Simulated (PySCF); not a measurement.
## Calcium: a sound run and one with changed settings

Sound run: Ca [Ar] 4s2, Ca⁺ [Ar] 4s1. Calculation: PySCF 2.14, in x2c-TZVPall (6s5p3d, 36 functions); the spin-free X2C one-electron Hamiltonian (Gaussian nucleus). In the sound run the correlated levels freeze [Ar]. The sound run starts from symmetry-adapted Hartree-Fock orbitals and uses a fine grid where one is needed.

A second run was set up differently.

```json
{"species": "Ca", "method": "UHF", "sound run (hartree)": "-679.62020", "changed run (hartree)": "-679.62020", "converged": "yes"}
{"species": "Ca", "method": "LDA", "sound run (hartree)": "-678.57549", "changed run (hartree)": "-678.57549", "converged": "no"}
{"species": "Ca", "method": "M06-2X", "sound run (hartree)": "-680.46862", "changed run (hartree)": "-680.46862", "converged": "no"}
{"species": "Ca", "method": "MP2", "sound run (hartree)": "-679.63866", "changed run (hartree)": "-679.62271", "converged": "yes"}
{"species": "Ca", "method": "CCSD(T)", "sound run (hartree)": "-679.64840", "changed run (hartree)": "-679.64840", "converged": "yes"}
{"species": "Ca⁺", "method": "UHF", "sound run (hartree)": "-679.43136", "changed run (hartree)": "-679.43136", "converged": "yes"}
{"species": "Ca⁺", "method": "LDA", "sound run (hartree)": "-678.34619", "changed run (hartree)": "-678.34619", "converged": "no"}
{"species": "Ca⁺", "method": "M06-2X", "sound run (hartree)": "-680.23789", "changed run (hartree)": "-680.23789", "converged": "no"}
```

Ionisation energy of Ca:

```tsv
method	sound run (eV)	changed run (eV)
UHF	5.139	5.139
MP2	5.641	5.207
SCS-MP2	5.742	5.221
CCSD	5.906	5.906
CCSD(T)	5.906	5.906
CCSDT	5.906	5.906
FCI	5.906	5.906
```

What was changed?
A. angular grid far too coarse
B. level shift left on
C. minimal basis
D. a valence shell is frozen

B. It used initial guess atom, at most 50 SCF cycles, level shift 2.0 hartree. A level shift leaves the converged SCF energy unchanged but raises the virtual orbital energies, which shrinks MP2 if it is not removed.
